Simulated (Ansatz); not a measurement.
C₂H₁₂N₂O₂Si₂, SMILES `CO[Si@@H](N)[Si@@H](N)OC` from Hartree–Fock to CCSD(T)

```
atom   x (Å)   y (Å)   z (Å)
  C1  -0.544   3.031   0.477
  O2  -0.394   1.907   1.312
 Si3  -0.757   0.371   0.821
  N4  -0.717  -0.731   2.132
 Si5   0.757  -0.371  -0.820
  N6   0.717   0.731  -2.132
  O7   0.394  -1.907  -1.312
  C8   0.544  -3.031  -0.477
  H9  -0.291   3.923   1.054
 H10   0.118   2.978  -0.394
 H11  -1.578   3.133   0.124
 H12  -2.162   0.380   0.307
 H13  -1.436  -0.693   2.837
 H14   0.168  -0.980   2.545
 H15   2.162  -0.380  -0.307
 H16   1.436   0.693  -2.837
 H17  -0.168   0.980  -2.545
 H18   1.578  -3.133  -0.124
 H19  -0.118  -2.978   0.394
 H20   0.291  -3.923  -1.054
```

Charge 0, multiplicity 1. The structure was optimised at the PBE0-D4/def2-TZVP level. It is one conformer, not always the lowest. Frozen core, restricted reference, the Gaussian-basis code of Ansatz. CBS rows extrapolate triple and quadruple zeta; past MP2 they add the triple-zeta difference.

```csv
basis,HF (Eh),MP2 corr.,CCSD corr.,(T),CCSD(T) total
def2-SVP,-918.88917,-1.18200,-1.26527,-0.03274,-920.18718
def2-TZVPP,-919.52191,-1.49134,-1.55737,-0.05905,-921.13833
def2-QZVPP,-919.55745,-1.60204,–,–,–
CBS(def2),-919.56234,-1.68405,-1.75008,as TZ,-921.37147
```
